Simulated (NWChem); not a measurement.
# GaH$_{2}$Cl; SMILES [Cl][GaH2]

```xyz
4

Ga     0.0000     0.0000     0.7144
H      0.0000    -1.4223     1.3671
H      0.0000     1.4223     1.3671
Cl     0.0000     0.0000    -1.4636
```
Atoms are numbered in this order, from 1.

Program: NWChem. Geometry: optimised at B3LYP/6-31G* (spherical d). Ions are spin-unrestricted doublets at the neutral geometry; other ion states weren't tried.

**Question.** Order these by “ΔSCF minus −ε(HOMO) (eV)”, lowest first: PBE/def2-SVPD; B3LYP/def2-SVPD; CAM-B3LYP/def2-SVPD; PBE0/def2-SVPD.

**Answer.** CAM-B3LYP/def2-SVPD (1.18), PBE0/def2-SVPD (2.33), B3LYP/def2-SVPD (2.55), PBE/def2-SVPD (3.31)
